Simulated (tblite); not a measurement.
Parent: `[CH:1]#[C:2][CH2:3][SiH2:4][O:5][SiH2:6][O:7][SiH3:8]` with C2–C3–Si4–O5 180°, C3–Si4–O5–Si6 -53°, Si4–O5–Si6–O7 -5°, O5–Si6–O7–Si8 2°, C3H10O2Si3.

Structures optimised with GFN2-xTB, isolated species. One conformer each, not checked by frequencies here.

| coordinate of the parent | value |
| --- | --- |
| C1≡C2 | 1.197 Å |
| C2–C3 | 1.440 Å |
| C3–Si4 | 1.911 Å |
| Si4–O5 | 1.624 Å |
| O5–Si6 | 1.617 Å |
| Si6–O7 | 1.616 Å |
| O7–Si8 | 1.619 Å |
| C1–C2–C3 | 179.4° |
| C2–C3–Si4 | 113.0° |
| C3–Si4–O5 | 108.5° |
| Si4–O5–Si6 | 152.2° |
| O5–Si6–O7 | 110.8° |
| Si6–O7–Si8 | 154.3° |

How does the shared frame change in `[CH:1]#[C:2][CH2:3][SiH2:4][O:5][SiH2:6][S:7][SiH3:8]` with C2–C3–Si4–O5 -53°, C3–Si4–O5–Si6 5°, Si4–O5–Si6–S7 -47°, O5–Si6–S7–Si8 174°, C3H10OSSi3? Atoms pair as C1 = C1, C2 = C2, C3 = C3, Si4 = Si4, O5 = O5, Si6 = Si6 (parent first).

```
    parent    relative  value in the relative  change
     C1≡C2       C1≡C2                1.198 Å  +0.001
     C2–C3       C2–C3                1.442 Å  +0.002
    C3–Si4      C3–Si4                1.910 Å  -0.001
    Si4–O5      Si4–O5                1.631 Å  +0.007
    O5–Si6      O5–Si6                1.608 Å  -0.009
  C1–C2–C3    C1–C2–C3                 177.9°    -1.5
 C2–C3–Si4   C2–C3–Si4                 110.7°    -2.3
 C3–Si4–O5   C3–Si4–O5                 109.1°    +0.6
Si4–O5–Si6  Si4–O5–Si6                 148.7°    -3.5
```

Of the parent's bonds, O5–Si6 changes most (-0.009 Å). Bonds of the relative outside the shared frame: Si6–S7 2.141, S7–Si8 2.140 Å. Point group C1 → C1.

How does the shared frame change in `[CH:1]#[C:2][CH2:3][SiH2:4][O:5][Si@@H:6]([CH3:7])[O:8][SiH3:9]` with C2–C3–Si4–O5 55°, C3–Si4–O5–Si6 -43°, Si4–O5–Si6–C7 -50°, O5–Si6–O8–Si9 -62°, C4H12O2Si3? Atoms pair as C1 = C1, C2 = C2, C3 = C3, Si4 = Si4, O5 = O5, Si6 = Si6, O7 = O8, Si8 = Si9 (parent first).

```
    parent    relative  value in the relative  change
     C1≡C2       C1≡C2                1.198 Å  +0.001
     C2–C3       C2–C3                1.441 Å  +0.001
    C3–Si4      C3–Si4                1.914 Å  +0.003
    Si4–O5      Si4–O5                1.616 Å  -0.008
    O5–Si6      O5–Si6                1.626 Å  +0.009
    Si6–O7      Si6–O8                1.618 Å  +0.002
    O7–Si8      O8–Si9                1.619 Å   0.000
  C1–C2–C3    C1–C2–C3                 178.8°    -0.6
 C2–C3–Si4   C2–C3–Si4                 111.9°    -1.1
 C3–Si4–O5   C3–Si4–O5                 110.8°    +2.3
Si4–O5–Si6  Si4–O5–Si6                 153.4°    +1.2
 O5–Si6–O7   O5–Si6–O8                 109.8°    -1.0
Si6–O7–Si8  Si6–O8–Si9                 159.2°    +4.9
```

Of the parent's bonds, Si4–O5 and O5–Si6 change most and about equally (-0.008 to +0.009 Å). Bonds of the relative outside the shared frame: Si6–C7 1.891 Å. Point group C1 → C1.

All values are computed, not measured.
